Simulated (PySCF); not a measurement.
C₄H₁₀OSi.
Bonds: C1–C2 (double), C2–C3, C3–Si4, Si4–O5, O5–C6. Hydrogens: H7, H8 on C1; H9 on C2; H10, H11 on C3; H12, H13 on Si4; H14, H15, H16 on C6.

The same species was optimised twice, with GFN2-xTB and with PBE0-D3(BJ)/def2-SVP (PySCF), and the same property calculations (PySCF, gas phase) were run on both structures.

```csv
coordinate,GFN2-xTB,PBE0-D3(BJ)/def2-SVP,change
Si4–O5 (Å),1.621,1.667,+0.046
C3–Si4 (Å),1.901,1.878,-0.023
C1=C2 (Å),1.321,1.335,+0.014
C2–C3 (Å),1.486,1.493,+0.007
O5–C6 (Å),1.395,1.398,+0.003
Si4–O5–C6 (°),128.1,124.7,-3.4
C3–Si4–O5 (°),103.0,106.1,+3.1
C1–C2–C3 (°),124.7,125.6,+0.9
C2–C3–Si4 (°),111.7,112.3,+0.6
C1–C2–C3–Si4 (°),105,111,+6
C2–C3–Si4–O5 (°),62,60,-2
C3–Si4–O5–C6 (°),-179,-177,+2
```

Rotational constants: A = 5998, B = 1408, C = 1266 MHz (GFN2-xTB) against A = 6063, B = 1365, C = 1226 MHz (PBE0-D3(BJ)/def2-SVP). Point groups within 0.08 Å: C1 and C1.

On the GFN2-xTB structure: lowest singlet, TDDFT (eV) 6.18 [B3LYP/def2-SVPD]; lowest triplet, Tamm–Dancoff (eV) 4.37 [B3LYP/def2-SVPD]; isotropic polarisability (au) 81.0 [B3LYP/def2-SVPD]; HOMO (eV) -6.84 [B3LYP/def2-SVPD]; LUMO (eV) -0.13 [B3LYP/def2-SVPD]; dipole (D) 1.02 [B3LYP/def2-SVPD]; HOMO (eV) -7.02 [PBE0/pcSseg-1]; LUMO (eV) 0.26 [PBE0/pcSseg-1]; dipole (D) 1.22 [PBE0/pcSseg-1]; GIAO shielding of C1 (ppm) 67.8 [PBE0/pcSseg-1]; GIAO shielding of C2 (ppm) 42.7 [PBE0/pcSseg-1]; GIAO shielding of C3 (ppm) 160.4 [PBE0/pcSseg-1]; GIAO shielding of Si4 (ppm) 361.8 [PBE0/pcSseg-1]; GIAO shielding of O5 (ppm) 340.6 [PBE0/pcSseg-1]; GIAO shielding of C6 (ppm) 132.4 [PBE0/pcSseg-1].

Problem. What do these properties become on the PBE0-D3(BJ)/def2-SVP structure?

Solution. 
| property | level | on GFN2-xTB | on PBE0-D3(BJ)/def2-SVP | change |
| --- | --- | --- | --- | --- |
| lowest singlet, TDDFT (eV) | B3LYP/def2-SVPD | 6.18 | 6.28 | +0.10 |
| lowest triplet, Tamm–Dancoff (eV) | B3LYP/def2-SVPD | 4.37 | 4.27 | -0.10 |
| isotropic polarisability (au) | B3LYP/def2-SVPD | 81.0 | 83.0 | +2.0 |
| HOMO (eV) | B3LYP/def2-SVPD | -6.84 | -6.93 | -0.09 |
| LUMO (eV) | B3LYP/def2-SVPD | -0.13 | -0.20 | -0.07 |
| dipole (D) | B3LYP/def2-SVPD | 1.02 | 0.76 | -0.26 |
| energy, GFN2-xTB geometry as zero (kcal/mol) | B3LYP/def2-SVPD | 0.0 | -2.8 | -2.8 |
| HOMO (eV) | PBE0/pcSseg-1 | -7.02 | -7.10 | -0.08 |
| LUMO (eV) | PBE0/pcSseg-1 | 0.26 | 0.18 | -0.08 |
| dipole (D) | PBE0/pcSseg-1 | 1.22 | 0.94 | -0.28 |
| energy, GFN2-xTB geometry as zero (kcal/mol) | PBE0/pcSseg-1 | 0.0 | -1.8 | -1.8 |
| GIAO shielding of C1 (ppm) | PBE0/pcSseg-1 | 67.8 | 63.4 | -4.4 |
| GIAO shielding of C2 (ppm) | PBE0/pcSseg-1 | 42.7 | 41.2 | -1.5 |
| GIAO shielding of C3 (ppm) | PBE0/pcSseg-1 | 160.4 | 160.0 | -0.4 |
| GIAO shielding of Si4 (ppm) | PBE0/pcSseg-1 | 361.8 | 357.0 | -4.8 |
| GIAO shielding of O5 (ppm) | PBE0/pcSseg-1 | 340.6 | 334.9 | -5.7 |
| GIAO shielding of C6 (ppm) | PBE0/pcSseg-1 | 132.4 | 130.3 | -2.1 |

The heavy atoms differ by 0.056 Å rms after alignment. Among bonds between heavy atoms Si4–O5 changes most (+0.046 Å). Changes are differences of the printed values. Neither structure is proved a minimum here.

Shape of the structure used: `[CH2:1]=[CH:2][CH2:3][SiH2:4][O:5][CH3:6]`: C1–C2–C3–Si4 111°, C2–C3–Si4–O5 60°, C3–Si4–O5–C6 -177°.
